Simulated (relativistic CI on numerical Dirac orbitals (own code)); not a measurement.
**Radial parameters of Ir⁵⁹⁺**

Calculated at this level of theory: Dirac-Coulomb-Breit CI, separate exchange-only KLI orbitals for each configuration, model QED (radiative potential, 1s self-energy scaled to tabulated hydrogen-like ionisation energies), unscaled Slater integrals (own radial code, finite nucleus).

Slater integrals F^k, G^k are unscaled and averaged over j, outside the closed core [Ne]; ζ comes from projecting the Hamiltonian with its Breit term on Σ l·s of the shell.

- 3s²3p⁵3d: ζ(3p) = 2.2483e+06, F^2(3p,3d) = 561750, G^1(3p,3d) = 585350, G^3(3p,3d) = 394490, ζ(3d) = 303340 cm⁻¹; <r>(3p) = 0.1754, <r^2>(3p) = 0.03567, <r>(3d) = 0.1561, <r^2>(3d) = 0.02813 (bohr units).
- 3s3p⁶3d: G^2(3s,3d) = 452670, ζ(3d) = 304510 cm⁻¹; <r>(3s) = 0.1779, <r^2>(3s) = 0.03623, <r>(3d) = 0.1562, <r^2>(3d) = 0.02816 (bohr units).
- 3s²3p⁵4s: ζ(3p) = 2.2676e+06, G^1(3p,4s) = 76151 cm⁻¹; <r>(3p) = 0.1747, <r^2>(3p) = 0.03539, <r>(4s) = 0.3352, <r^2>(4s) = 0.1267 (bohr units).

Averages of the first 10 configurations, taken without configuration mixing, which lowers the lowest level and can move excited configurations by several eV; other configurations of the list can lie among them:

```csv
Configuration,Parity,States,Average energy above the lowest level (eV)
3s²3p⁶,even,1,0.5
3s²3p⁵3d,odd,60,465.6
3s3p⁶3d,even,20,976.9
3s²3p⁵4s,odd,12,2807.1
3s²3p⁵4p,even,36,3003.5
3s²3p⁵4d,odd,60,3196.2
3s3p⁶4s,even,4,3321.0
3s²3p⁵4f,even,84,3319.8
3p⁶3d²,even,45,1965.9
3p⁵3d³,odd,720,2428.5
```
